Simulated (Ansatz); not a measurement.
A made-up structure of BGeH3Cl (charge +1), closed shell:

| atom | x (Å) | y (Å) | z (Å) |
| --- | --- | --- | --- |
| B1 | -0.9351 | 0.3032 | -0.6636 |
| Ge2 | 0.6499 | -0.0504 | 0.6178 |
| Cl3 | 1.8033 | -1.7104 | 0.1857 |
| H4 | -1.9697 | -0.2093 | -0.3872 |
| H5 | -0.7130 | 0.9832 | -1.6111 |
| H6 | 2.6099 | -2.7677 | 0.2046 |

It is relaxed with PBE-D4/def2-SVP and then PBE0-D4/def2-TZVP (Ansatz 0.2.0). Atoms count as bonded within 1.22 times the sum of their covalent radii (H–H: 0.88 Å). The end point is not checked to be a true minimum.

Question: Does its bonding change? (Judge from chemistry; the calculation decides.)

Answer: The calculation gives: No: no bond forms or breaks.

Where it ends: The first stage lowers the energy by 2.17 eV in 10 steps. It ends as BGeH₃Cl ([BH2][Ge][ClH]), total charge +1:
| atom | x (Å) | y (Å) | z (Å) |
| --- | --- | --- | --- |
| B1 | -0.7801 | 0.2097 | -0.5970 |
| Ge2 | 0.7009 | 0.0275 | 0.9142 |
| Cl3 | 1.4682 | -1.9410 | -0.3516 |
| H4 | -1.8384 | -0.3239 | -0.4566 |
| H5 | -0.5670 | 0.8889 | -1.5550 |
| H6 | 2.4618 | -2.3127 | 0.3922 |

Labels in which every atom is bracketed show which atoms are joined, not bond orders.

For scale, one of the runs: PBE0-D4/def2-TZVP relaxation, 134 basis functions, launched by `ansatz run in.yaml --threads 2 --pin off --events-out ev --progress --plain --max-ram 4352MiB`. Hardware: 2 CPU threads of an Arm Neoverse V2, shared host. Wall time about 20 s.
